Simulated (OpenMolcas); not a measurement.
**Nd: effect of the basis set**

| Property | Result |
| --- | --- |
| Program | OpenMolcas |
| Method | MS-CASPT2, IPEA 0.25 Eh, imaginary shift 0.1 Eh (closed shells correlated: 5s 5p 6s) |
| Active space | 4 electrons in 7 orbitals (4f) |
| State averaging | 2S+1 = 5 even, 35 roots; 2S+1 = 3 even, 210 roots (117 in the spin-orbit step); 2S+1 = 1 even, 196 roots (75 in the spin-orbit step) |
| Spin-orbit coupling | RASSI with atomic mean-field integrals over the reference wave functions, term energies averaged over their components |

A. ANO-RCC-VDZP [7s6p4d2f1g], DKH2, point nucleus; CASPT2 step about 100 core-seconds
B. ANO-RCC-VTZP [8s7p5d3f2g1h], DKH2, point nucleus; CASPT2 step about 3 core-minutes
C. ANO-RCC-VQZP [9s8p6d4f3g2h], DKH2, point nucleus; CASPT2 step about 23 core-minutes

Energies in eV above 4f4 6s2 5I4, the measured ground level; measured values from NIST Handbook of Basic Atomic Spectroscopic Data.

```csv
Level,A,B,C,Measured
4f4 6s2 5I4,0.0000,0.0000,0.0000,0.0000
4f4 6s2 5I5,0.1492,0.1526,0.1523,0.1399
4f4 6s2 5I6,0.315,0.321,0.320,0.2934
4f4 6s2 5I7,0.492,0.498,0.498,0.4565
4f4 6s2 5I8,0.675,0.681,0.681,0.6259
4f4 6s2 5F1,1.427,1.484,1.430,1.2546
4f4 6s2 5F2,1.476,1.530,1.478,1.2980
4f4 6s2 5F3,1.562,1.623,1.566,1.3785
4f4 6s2 5F4,1.664,1.714,1.663,1.4712
4f4 6s2 5S2,1.733,1.681,1.769,
4f4 6s2 5F5,1.801,1.856,1.803,1.5987
4f4 6s2 3K6,1.854,1.731,1.734,
4f4 6s2 3K7,2.003,1.881,1.884,
4f4 6s2 3H4(1) [64 %],2.080,1.920,1.939,
4f4 6s2 3K8,2.177,2.053,2.057,
4f4 6s2 5G2,2.256,2.242,2.232,
4f4 6s2 3H5(1) [69 %],2.311,2.160,2.182,
4f4 6s2 5G4 [52 %],2.449,2.392,2.390,
4f4 6s2 3D2 [58 %],2.608,2.405,2.454,
4f4 6s2 3H6(1),2.617,2.456,2.492,
4f4 6s2 5G5 [70 %],2.636,2.601,2.597,
4f4 6s2 3D1 [50 %],2.701,2.513,2.556,
4f4 6s2 3L7,2.709,2.566,2.570,
4f4 6s2 5G6,2.836,2.822,2.816,
```

Deviations, from unrounded energies. A percentage is the sum of absolute deviations over the sum of measured energies, with the sign that they share, or ± where signs differ.

```csv
Against measurement,Levels,A,B,C
mean absolute deviation (cm-1),9,940,1200,960
fine structure of the ground term (%),4,+7.6,+9.0,+8.9
other terms of the ground configuration (%),5,+13.3,+17.2,+13.4
```

A, C lie about equally close to measurement and B furthest from it. The largest miss of A in the table is 4f4 6s2 5F5, by +1600 cm-1. The ranking rests on the paired levels alone, and a cruder setting can come out closer through cancelling errors.

The two smallest mean deviations differ by little beside CASPT2's spread within terms, so their order carries little weight.

Among A to C the level of the table that moves most is 4f4 6s2 3D2 [58 %], by 1600 cm-1 (lowest in B, highest in A). Moves below CASPT2's spread within the term are not significant.

CASPT2 breaks the degeneracy within a term, and the mean is taken; among the terms shown or strongly mixed into the levels shown the widest spread is 1800 cm-1 (4f4 6s2 5I, B). Blocks of more than 70 roots (2S+1 = 3 even, 1 even) ran without multistate coupling. High states are left out of the spin-orbit mixing, which shifts the levels that they would mix with. With the s shell closed, the reference lacks s² → p² mixing. The CASPT2 spread within a term exceeds the gap to the next term for 4f4 6s2 5G and 4f4 6s2 3G, so the order of their levels is uncertain, and so are names and mixing where such terms share a J (figures for A; the like holds for B, C). Some terms miss by over 15 % even with CASPT2, which points to a basis or an active space too small for the shells correlated (holds for B). Measured partners are found by configuration, term and J. A level has none where our copy of the source lacks it or the pairing is in doubt (some pairs that miss far off the trend of their configuration count as doubtful), and it then counts in no deviation. Levels of configurations outside the active space are missing. The table leaves out levels that lie high or whose names do not pair safely across all columns.

A share in square brackets marks a mixed level and gives the weight of the term that names it, the lowest over the columns. A number in round brackets counts repeated terms of one configuration in the order of the reference energies.
